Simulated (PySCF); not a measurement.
Two species compared at the same levels of theory.

First species: BeMeBr, CH₃BeBr.
SMILES: `[CH3][Be][Br]`

Second species: C3H3F3.
SMILES: `F/C=C(/F)CF`

Levels: CAM-B3LYP/def2-SVPD for dipole moment, HOMO energy, LUMO energy, HOMO–LUMO gap, static isotropic polarisability and electronic spatial extent ⟨r²⟩ about the centre of nuclear charge; TDDFT CAM-B3LYP/def2-SVPD for lowest singlet excitation; TDA CAM-B3LYP/def2-SVPD for lowest triplet excitation (Tamm–Dancoff); PBE0-D3(BJ)/def2-SVP for rotational constant A and rotational constant C. Geometries: PBE0-D3(BJ)/def2-SVP. All species are isolated and taken at one optimised geometry, non-relativistic unless stated. Electronic properties by PySCF.

The conformers computed, where there is a choice (atom-mapped SMILES and torsion angles):
- `[F:1]/[CH:2]=[C:3](/[F:4])[CH2:5][F:6]`: C2–C3–C5–F6 115°

Problem. Which has the higher rotational constant A?

Solution. The first: 159.286 GHz against 4.917 GHz, a difference of 154.369 GHz.

Problem. Which has the higher S1 energy?

Solution. The first: 7.19 eV against 7.02 eV, a difference of 0.17 eV.

Problem. Which has the higher ⟨r²⟩?

Solution. The second: 580 bohr² against 466 bohr², a difference of 114 bohr².

Problem. Which has the higher static isotropic polarisability?

Solution. The first: 49.1 au against 40.4 au, a difference of 8.7 au.

Problem. Which of the two has the higher HOMO–LUMO gap, and by how much?

Solution. The first: 10.70 eV against 9.82 eV, a difference of 0.88 eV.

Problem. Which has the higher T1 energy?

Solution. The first: 6.79 eV against 4.10 eV, a difference of 2.69 eV.

Problem. Which of the two has the higher rotational constant C, and by how much?

Solution. The first: 2.632 GHz against 1.861 GHz, a difference of 0.771 GHz.

Problem. Which has the higher dipole moment?

Solution. The second: 1.86 D against 1.16 D, a difference of 0.70 D.

On the first: S1 lies 3.51 eV below the HOMO–LUMO gap. In atomic units the dipole is 0.46 e·bohr (1 au = 2.5417 D). Relativistic effects, spin–orbit coupling among them, are left out although an element past zinc is present.

On the second: The dipole equals about 6.2 × 10⁻³⁰ C·m (1 D = 3.33564 × 10⁻³⁰ C·m). S1 lies 2.80 eV below the HOMO–LUMO gap; its leading configuration is HOMO→LUMO, weight 0.90.
